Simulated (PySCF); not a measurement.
(Cl)3Zr-S-SiH3 (singlet state).
Bonds: Zr1–Cl2, Zr1–Cl3, Zr1–Cl4, Zr1–S5, S5–Si6. Hydrogens: H7, H8, H9 on Si6.

Computed with PySCF, PBE0-D3(BJ)/def2-SVP geometry optimisation, gas phase, def2 core potentials past Kr.

(1) List the bond lengths, angles and torsions at this level.

Answers

(1) 
```tsv
bond	length (Å)
Zr1–Cl2, Zr1–Cl3	2.332
Zr1–Cl4	2.321
Zr1–S5	2.395
S5–Si6	2.167
Si6–H7, Si6–H8, Si6–H9	1.490
```

Bonds in one row agree within 0.01 Å and their mean is given. A selection of angles:
```tsv
angle	degrees
Cl2–Zr1–Cl3	112.1
Cl2–Zr1–Cl4	112.8
Cl2–Zr1–S5	105.2
Cl3–Zr1–Cl4	108.1
Cl3–Zr1–S5	111.1
Cl4–Zr1–S5	107.7
Zr1–S5–Si6	96.3
S5–Si6–H7	107.1
S5–Si6–H8	109.2
H7–Si6–H8	109.7
H7–Si6–H9	111.4
```

Dihedral angles: Cl2–Zr1–S5–Si6 46° (synclinal).

Si6 (silicon bonded to S and 3 H) is tetrahedral (angles from 107.1° to 111.4°). Zr1 (zirconium bonded to 3 Cl and S) is distorted tetrahedral (angles from 105.2° to 112.8°).

Point group: C1 (no symmetry element, even within 0.4 Å). PBE0-D3(BJ)/def2-SVP frequencies: not computed here.

The run took 74 s on AMD EPYC 9R45, one thread, shared host with 96 logical CPUs at a one-minute load of 41, and the process peaked at 0.56 GiB of memory. That covers the optimisation of the geometry.
